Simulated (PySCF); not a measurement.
TiOCl, SMILES [O]=[Ti][Cl] (connectivity only; charge and spin as stated), neutral, multiplicity 2.

Coordinates come from a PBE0-D3(BJ)/def2-TZVP optimisation. The multiplicity is an assumed one; other spin states were not compared.

Computed with PySCF with PBE0/def2-TZVPD.

Gas-phase values at a fixed geometry.

| Quantity | Value |
|---|---|
| total energy | -1384.58576 hartree |
| point group | Cs |
| α spin, highest occupied and lowest empty level | -6.30 and -2.96 eV |
| β spin, highest occupied and lowest empty level | -8.49 and -2.47 eV |
| dipole moment | 4.92 D |
| quadrupole, principal values (traceless, Buckingham form, about the centre of nuclear charge) | -16.37, 5.62, 10.75 D·Å |
| mean static polarisability | 56.7 bohr³ (8.41 Å³) |
| polarisability, principal values | 36.2, 62.8, 71.2 bohr³ |
| ⟨S²⟩ | 0.758 (pure state 0.75) |
